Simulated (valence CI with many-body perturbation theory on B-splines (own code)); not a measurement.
## Ge XVII: E2, M1, M2 decay

Calculated by relativistic CI+MBPT: six valence electrons over a frozen Dirac-Fock core [Ne], a basis of 9 s, 9 p, 8 d, 6 f, 3 g, 1 h functions for each j, with the one-electron correlation potential Σ1, the two-electron term Σ2, the three-electron term Σ3, Breit, model QED; selected CI, second order for the rest, scaled by the run's own slope (own B-spline code, finite nucleus).

No measured levels were compared; by estimate levels of excited configurations hold to 0.05 to 0.15 % of their energy, terms of the ground configuration to about 0.5 %. Among the levels kept, up to 1400 cm⁻¹ of a level comes from second order outside the variational space, and about a tenth of that is noise between levels of different J, which matters for small intervals.

Lines 1 to 39 of 39 in falling wavelength, among levels below 803140 cm⁻¹, chosen from the decays that carry over 1 % of a level's rate. Wavelengths and rates use the calculated energies, so an error of 300 cm⁻¹ moves a line at 500.2 nm by 1.5 % and its rate by three times that or more. Electric multipoles are in the length gauge, E1 and E2 with the static RPA response of the core. S is in atomic units (e²a₀⁴ for E2 and M2, e²a₀⁶ for E3), for M1 in squared Bohr magnetons. Weak lines are less certain than strong ones. Lines between different terms over intervals too small for the method are left out, as are lines whose strength nearly cancels.

Names give the largest LS component (configuration and term), which can be under half, so a name can repeat, a term be missing and a line seem to break the LS rules; names also repeat where a configuration has a term twice. Letters in brackets count levels of one name in rising energy.

| λ vac (nm) | Upper | Lower | Type | A (s⁻¹) | S (a.u.) |
| --- | --- | --- | --- | --- | --- |
| 1890 | 3s²3p³3d ⁵D°_4 | 3s²3p³3d ⁵D°_3 | M1 | 3.49e+00 | 7.86e+00 |
| 1185 | 3s²3p³3d ³G°_4 | 3s²3p³3d ³G°_3 | M1 | 1.25e+01 | 6.92e+00 |
| 1053 | 3s²3p³3d ³G°_5 | 3s²3p³3d ³G°_4 | M1 | 1.07e+01 | 5.10e+00 |
| 864.7 | 3s²3p³3d ³F°_4 [a] | 3s²3p³3d ³F°_3 [a] | M1 | 2.26e+01 | 4.87e+00 |
| 500.2 | 3s²3p³3d ¹G°_4 | 3s²3p³3d ³G°_3 | M1 | 1.15e+01 | 4.79e-01 |
| 494.2 | 3s²3p³3d ³G°_4 | 3s²3p³3d ³F°_4 [a] | M1 | 1.91e+01 | 7.70e-01 |
| 373.2 | 3s²3p³3d ³F°_4 [a] | 3s²3p³3d ³D°_3 [a] | M1 | 1.09e+02 | 1.89e+00 |
| 336.4 | 3s²3p³3d ³G°_5 | 3s²3p³3d ³F°_4 [a] | M1 | 1.05e+02 | 1.62e+00 |
| 314.5 | 3s²3p³3d ³G°_4 | 3s²3p³3d ³F°_3 [a] | M1 | 1.58e+01 | 1.64e-01 |
| 311.2 | 3s²3p⁴ ¹D_2 | 3s²3p⁴ ³P_1 | M1 | 5.12e+01 | 2.86e-01 |
| 298.3 | 3s²3p⁴ ³P_0 | 3s²3p⁴ ³P_2 | E2 | 2.48e-01 | 5.23e-02 |
| 240.9 | 3s²3p⁴ ³P_1 | 3s²3p⁴ ³P_2 | M1 | 1.43e+03 | 2.22e+00 |
| 230.7 | 3s²3p³3d ¹G°_4 | 3s²3p³3d ³F°_3 [a] | M1 | 1.18e+01 | 4.82e-02 |
| 212.6 | 3s²3p³3d ³G°_4 | 3s²3p³3d ³D°_3 [a] | M1 | 1.13e+01 | 3.61e-02 |
| 163.8 | 3s²3p³3d ³F°_4 [b] | 3s²3p³3d ¹G°_4 | M1 | 5.74e+02 | 8.42e-01 |
| 158.4 | 3s²3p³3d ³F°_4 [b] | 3s²3p³3d ³G°_5 | M1 | 7.33e+02 | 9.73e-01 |
| 151.1 | 3s²3p³3d ³F°_4 [a] | 3s²3p³3d ⁵D°_4 | M1 | 6.01e+02 | 6.92e-01 |
| 137.7 | 3s²3p³3d ³F°_4 [b] | 3s²3p³3d ³G°_4 | M1 | 1.01e+03 | 8.81e-01 |
| 135.8 | 3s²3p⁴ ¹D_2 | 3s²3p⁴ ³P_2 | M1 | 1.63e+03 | 7.55e-01 |
| 123.4 | 3s²3p³3d ³F°_4 [b] | 3s²3p³3d ³G°_3 | M1 | 1.75e+02 | 1.10e-01 |
| 115.7 | 3s²3p³3d ³G°_4 | 3s²3p³3d ⁵D°_4 | M1 | 4.88e+02 | 2.53e-01 |
| 109.0 | 3s²3p³3d ³G°_4 | 3s²3p³3d ⁵D°_3 | M1 | 1.00e+02 | 4.34e-02 |
| 107.7 | 3s²3p³3d ³F°_4 [b] | 3s²3p³3d ³F°_4 [a] | M1 | 1.19e+03 | 4.96e-01 |
| 104.3 | 3s²3p³3d ³G°_5 | 3s²3p³3d ⁵D°_4 | M1 | 1.24e+02 | 5.73e-02 |
| 102.1 | 3s²3p³3d ¹G°_4 | 3s²3p³3d ⁵D°_4 | M1 | 4.22e+02 | 1.50e-01 |
| 96.85 | 3s²3p³3d ¹G°_4 | 3s²3p³3d ⁵D°_3 | M1 | 1.55e+02 | 4.68e-02 |
| 95.78 | 3s²3p³3d ³F°_4 [b] | 3s²3p³3d ³F°_3 [a] | M1 | 9.49e+01 | 2.78e-02 |
| 95.01 | 3s²3p⁴ ¹S_0 | 3s²3p⁴ ³P_1 | M1 | 1.36e+04 | 4.33e-01 |
| 83.59 | 3s²3p³3d ³F°_4 [b] | 3s²3p³3d ³D°_3 [a] | M1 | 8.73e+02 | 1.70e-01 |
| 68.65 | 3s²3p³3d ⁵D°_4 | 3s3p⁵ ³P°_2 | E2 | 1.52e+00 | 1.87e-03 |
| 62.89 | 3s²3p³3d ³F°_4 [b] | 3s²3p³3d ⁵D°_4 | M1 | 2.16e+03 | 1.79e-01 |
| 60.86 | 3s²3p³3d ³F°_4 [b] | 3s²3p³3d ⁵D°_3 | M1 | 3.01e+02 | 2.27e-02 |
| 47.20 | 3s²3p³3d ³F°_4 [a] | 3s3p⁵ ³P°_2 | E2 | 4.83e+01 | 9.10e-03 |
| 32.82 | 3s²3p³3d ³F°_4 [b] | 3s3p⁵ ³P°_2 | E2 | 2.15e+02 | 6.59e-03 |
| 17.53 | 3s²3p³3d ³F°_4 [a] | 3s²3p⁴ ¹D_2 | M2 | 1.69e+02 | 2.26e-04 |
| 17.30 | 3s²3p³3d ⁵D°_4 | 3s²3p⁴ ³P_2 | M2 | 1.36e+02 | 1.70e-04 |
| 16.93 | 3s²3p³3d ³G°_4 | 3s²3p⁴ ¹D_2 | M2 | 2.08e+01 | 2.33e-05 |
| 16.61 | 3s²3p³3d ¹G°_4 | 3s²3p⁴ ¹D_2 | M2 | 4.98e+01 | 5.06e-05 |
| 14.80 | 3s²3p³3d ¹G°_4 | 3s²3p⁴ ³P_2 | M2 | 1.58e+01 | 9.03e-06 |
